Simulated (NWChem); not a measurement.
C3H5 cation

```xyz
8

C      0.0015    -1.3824     0.0019
C     -0.0478    -0.1095    -0.0008
C     -0.0495     1.2914     0.0016
H     -0.9293    -1.9724    -0.0818
H      0.9584    -1.9266     0.0843
H      1.0466     1.5132     0.1004
H     -0.3676     1.7347    -0.9575
H     -0.5328     1.7310     0.8909
```
Atoms are numbered in this order, from 1.

Computed with NWChem. Pople sets run with spherical d functions. All runs use the structure optimised with PBE0/def2-SVP. Atomic charges in e: unrestrained fits to the electrostatic potential beside Mulliken populations; buried atoms are poorly determined by the fit.

**Question.** Predict the results for Hartree-Fock/6-31G*. Quantities: ESP C1; Mulliken C1; ESP C2; Mulliken C2; ESP C3; Mulliken C3; relative RMS misfit of the potential (%).

**Answer.** 
| Property | Result |
|---|---|
| ESP C1 | -0.54 |
| Mulliken C1 | -0.50 |
| ESP C2 | 0.55 |
| Mulliken C2 | 0.49 |
| ESP C3 | -0.28 |
| Mulliken C3 | -0.67 |
| relative RMS misfit of the potential (%) | 3 |
